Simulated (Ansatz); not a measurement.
Program: Ansatz. Geometries: PBE0-D4/def2-TZVP. ΔE: electronic, gas phase. CCSD(T)/CBS is the MP2 limit (def2-TZVPP, def2-QZVPP) plus CCSD(T) − MP2 in def2-TZVPP, frozen cores. DFT in def2-TZVPP. For Se outer-core shells are correlated without core-valence functions, which leaves a few kJ/mol of doubt a bond. Scalar relativity is left out up to krypton. One conformer a species, not always the lowest.

`CB(O)[SeH]` + `OC[SiH2][SiH2]O` → `O[SiH2][SiH2][SeH]` + `CB(O)CO`  (redistribution)

```json
{"level": "ωB97X-V", "ΔE (kJ/mol)": "-19.7"}
{"level": "MP2/def2-TZVPP", "ΔE (kJ/mol)": "-15.3"}
```

What does CCSD(T)/CBS give? (An estimate is asked.)

Ansatz gave: -18.9 kJ/mol. The listed levels differ from it by -0.8, 3.6 kJ/mol.

Largest T1 diagnostic among the species: 0.012.

In def2-TZVPP, CCSD(T) changes the Hartree–Fock value by +3.1 kJ/mol (the triples alone add +0.5 kJ/mol) and MP2 by +3.7 kJ/mol.
